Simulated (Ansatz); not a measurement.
`C[O][GaH][CH3]`. The species carries charge 0 and has multiplicity 1.

Cartesian coordinates in Å:
```
C -1.270 0.555 -1.213
O -0.694 1.344 -0.212
Ga 0.540 0.759 0.946
C 1.112 -1.111 0.790
H -1.075 0.993 -2.199
H -2.358 0.509 -1.080
H -0.894 -0.478 -1.228
H 0.984 1.875 1.939
H 0.262 -1.783 0.935
H 1.876 -1.356 1.528
H 1.517 -1.305 -0.207
```

Question: List the harmonic frequencies (cm⁻¹, unscaled) at PBE0-D4/def2-TZVP in Ansatz. (Estimate.)

Answer: Computed: 55, 83, 135, 146, 256, 428, 568, 607, 617, 712, 756, 1138, 1180, 1205, 1226, 1446, 1449, 1478, 1489, 1500, 2008, 2987, 3047, 3054, 3061, 3133, 3154.

Question: Is this a minimum?

Answer: Yes, all 27 modes are real.

Question: Give the ideal-gas thermochemistry at 298.15 K and 1 bar (rigid rotor, harmonic oscillator; point group Cs, symmetry number 1).

Answer: Zero-point energy 220.8 kJ/mol; H(298) − E = 242.4 kJ/mol; entropy 355.4 J/(mol·K), of which translation 168.2, rotation 108.6, vibration 78.5; G(298) − E = 136.5 kJ/mol. Modes under 100 cm⁻¹ are hindered rotations or soft bends, so the harmonic entropy is rough.

Question: And at 400, 500, 600, 800 and 1000 K?

Answer: 
```
T (K)  H − E (kJ/mol)  S (J/mol/K)  G − E (kJ/mol)
  400           254.0        388.5            98.6
  500           267.1        417.7            58.2
  600           281.7        444.3            15.1
  800           314.7        491.6           -78.6
 1000           351.6        532.7          -181.1
```
